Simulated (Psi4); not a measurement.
**Nuclear repulsion and electron count by hand**

System: C$_{2}$H$_{2}$, charge +1, doublet, geometry from GFN2-xTB (a state made from the parent by changing its charge; the spin is typed, not shown lowest). Level: BLYP/aug-cc-pVTZ (Psi4 1.11). Sums are taken with unrounded values, so a last digit can differ.

Coordinates (Å):

```
atom         x         y         z
----  --------  --------  --------
C1    -0.00552   0.03208   0.61232
C2    -0.01710   0.04494  -0.61130
H3     0.05212  -0.21359  -1.66624
H4     0.08362  -0.24853   1.66010
```

Task: Work out the nuclear repulsion energy and the numbers of alpha and beta electrons.

Result: In atomic units each pair adds Z_i Z_j / r_ij, with r in bohr (1 bohr = 0.529177 Å).
| pair | r (Å) | r (bohr) | Z_i Z_j | term (Eh) |
|---|---|---|---|---|
| C1-C2 | 1.2237 | 2.3125 | 36 | 15.5673 |
| C1-H3 | 2.2925 | 4.3322 | 6 | 1.3850 |
| C1-H4 | 1.0884 | 2.0567 | 6 | 2.9173 |
| C2-H3 | 1.0884 | 2.0567 | 6 | 2.9173 |
| C2-H4 | 2.2925 | 4.3322 | 6 | 1.3850 |
| H3-H4 | 3.3267 | 6.2865 | 1 | 0.1591 |
The sum is 24.3309 Eh; Psi4 gives 24.3309 Eh. The atomic numbers add up to 14, so at charge +1 there are 13 electrons; multiplicity 2 means 1 unpaired, so 7 alpha and 6 beta.
